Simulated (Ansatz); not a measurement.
Program: Ansatz. Geometries: PBE0-D4/def2-TZVP. ΔE: electronic, gas phase. CCSD(T)/CBS is the MP2 limit (def2-TZVPP, def2-QZVPP) plus CCSD(T) − MP2 in def2-TZVPP, frozen cores. This one scheme is used for every species. DFT in def2-TZVPP. Elements past krypton have def2 core potentials. For In outer-core shells are correlated without core-valence functions, which leaves a few kJ/mol of doubt a bond. One conformer a species, not always the lowest.

Reaction (ligand exchange at the In–N bond): `CC(C)[NH][In]([Cl])[Cl]` + H₂S → `[SH][In]([Cl])[Cl]` + `CC(C)N`

`CC(C)[NH][In]([Cl])[Cl]`:

Cartesian coordinates in Å:
```
C 0.848 0.050 -1.439
C 0.422 0.762 -0.163
C 1.170 0.229 1.044
N -1.014 0.711 0.075
In -2.017 -0.943 0.600
Cl -1.189 -2.825 1.656
Cl -4.320 -0.909 0.338
H 1.916 0.182 -1.635
H 0.654 -1.026 -1.353
H 0.296 0.427 -2.303
H 0.674 1.827 -0.269
H 2.249 0.330 0.908
H 0.882 0.769 1.948
H 0.960 -0.836 1.197
H -1.532 1.254 -0.603
```

H₂S:

```xyz
3

S    -0.044    0.407   -0.465
H     0.353    0.496    0.813
H    -0.309   -0.903   -0.348
```

`[SH][In]([Cl])[Cl]`:

Z-matrix (Å, degrees):
```
In
S 1 2.354
Cl 1 2.309 2 121.0
Cl 1 2.303 2 121.9 3 -180.0
H 2 1.345 1 92.0 3 -0.3
```

`CC(C)N`:

Z-matrix (Å, degrees):
```
C
C 1 1.517
H 1 1.094 2 111.2
H 1 1.093 2 110.1 3 119.6
H 1 1.092 2 111.0 3 -119.9
C 2 1.517 1 111.4 3 179.9
N 2 1.458 1 108.8 3 -60.1
H 2 1.104 1 107.8 3 61.7
H 6 1.094 2 111.2 1 -179.8
H 6 1.092 2 111.0 1 -59.9
H 6 1.093 2 110.1 1 60.5
H 7 1.013 2 110.6 1 60.0
H 7 1.013 2 110.6 1 178.4
```

| level | ΔE (kcal/mol) | difference from CCSD(T)/CBS |
| --- | --- | --- |
| revPBE-D4 | -17.8 | -1.2 |
| B97M-V | -19.2 | -2.6 |
| r2SCAN0-D4 | -19.9 | -3.3 |
| CAM-B3LYP-D4 | -17.9 | -1.3 |
| ωB97X-V | -18.0 | -1.4 |
| MP2/def2-TZVPP | -16.6 | 0.0 |
| CCSD(T)/def2-TZVPP | -16.6 | 0.0 |
| SCS-MP2/def2-QZVPP | -16.9 | -0.3 |
| MP2/CBS(def2) | -16.6 | 0.0 |
| CCSD/CBS(def2) | -17.5 | -0.9 |
| CCSD(T)/CBS | -16.6 | 0 |

Largest T1 diagnostic among the species: 0.013.

In def2-TZVPP, CCSD(T) changes the Hartree–Fock value by +6.7 kcal/mol (the triples alone add +0.9 kcal/mol) and MP2 by +6.7 kcal/mol. Leaving LDA and LC-ωPBE aside and taking each functional with its dispersion term where it has one, the values, not all of them listed here, spread over 3.1 kcal/mol, from r2SCAN0-D4 to BLYP-D4. LDA lies +2.4 kcal/mol from PBE without D4.
